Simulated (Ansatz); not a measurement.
octasulfur (S8), singlet, at a GFN2-xTB geometry. Base run: PBE/6-31G* in Ansatz (a quantum-chemistry and plane-wave program).

Geometry (Å):
```xyz
8

S      1.7541    -1.7896     0.0733
S      1.5296    -0.0639     1.1356
S      1.9157     1.6165     0.0473
S      0.1277     2.0756    -0.9561
S     -1.3630     1.7831     0.4188
S     -2.3689     0.1105    -0.2398
S     -1.5253    -1.6395     0.4450
S     -0.0700    -2.0928    -0.9242
```
Charge 0, spin multiplicity 1.
All else is at Ansatz's defaults.
Base energy -3184.08343 Eh.

Variants of this job, named by their change:

```tsv
change	ΔE vs base (µEh)
base	0.0
lower_state_search = light	0.0
point_charge = charge:1.0 position_ang:-4.5507, -2.6697, -1.5782	-8603
final_grid = 10, 20, 41	1.3
fitting.mean_field = def2-universal-JKFIT	-110
point_charge = charge:0.5 position_ang:-0.3411, 5.3912, 1.0702	-2008
final_grid = 6, 12, 29	23.3
fitting.mean_field = cc-pVTZ-JKFIT	-96.7
final_grid = 14, 28, 59	1.6
nuclear_model = gaussian	2491
accuracy = high	6.9
```
